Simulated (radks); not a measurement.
Question: Mn2+, 23 electrons, occupied as [Ar] 3d5 (the NIST ground configuration). Method: scalar-relativistic Kohn-Sham, SCAN, spin-polarised, spherical densities, finite nucleus; open shells are filled with parallel spins first; meta-GGA in the generalised Kohn-Sham scheme; Fermi nuclear charge, rms radius 3.7057 fm; computed with a radial shooting solver on a logarithmic mesh with Libxc functionals. Some entries of the table are withheld. Estimate them.

| orbital | occ. | eigenvalue (Ry) | <1/r> (bohr^-1) |
|---|---|---|---|
| 1s down | 1 | -475.5270 | 24.92 |
| 1s up | 1 | -475.5249 | 24.92 |
| 2s up | 1 | -56.64883 | 5.316 |
| 2s down | 1 | -56.42902 | 5.331 |
| 2p up | 3 | -48.05284 | 5.199 |
| 2p down | 3 | -47.88945 | 5.213 |
| 3s up | 1 | (1) | (2) |
| 3s down | 1 | (3) | (4) |
| 3p up | 3 | (5) | 1.521 |
| 3p down | 3 | (6) | 1.506 |
| 3d up | 5 | -1.92305 | 1.176 |

Answer: 
(1) 3s up eigenvalue (Ry): -8.01113
(2) 3s up <1/r> (bohr^-1): 1.658
(3) 3s down eigenvalue (Ry): -7.49772
(4) 3s down <1/r> (bohr^-1): 1.645
(5) 3p up eigenvalue (Ry): -5.61004
(6) 3p down eigenvalue (Ry): -5.10386
